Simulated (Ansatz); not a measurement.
```xyz
9

S    -0.0007    0.0099    1.1902
C    -0.0048    1.2347    0.0057
C    -0.0088   -1.2393   -0.0052
C    -0.0053    0.7036   -1.2693
C    -0.0001   -0.7024   -1.2725
H    -0.0070    2.2767    0.2958
H    -0.0051   -2.2773    0.2870
H     0.0079    1.3262   -2.1657
H    -0.0081   -1.3250   -2.1775
```

Basis set: 6-31G* (spherical functions). Correlated methods keep 9 orbitals frozen. Charge 0, multiplicity 1.

Computed with Ansatz (development build ahead of 0.2.0); each method stands on the lowest determinant of its kind that the runs found. Restricted open shells among the atoms or ions are ROHF, correlated in semicanonical orbitals with singles.

Task: Give the atomization energy at this shape (free ground-state atoms in the same class of orbitals less the molecule, no zero-point energy) of singlet C4H4S by RHF-MP2, RHF.

Result:

```tsv
method	atomization energy
RHF-MP2	39.37 eV
RHF	30.30 eV
```
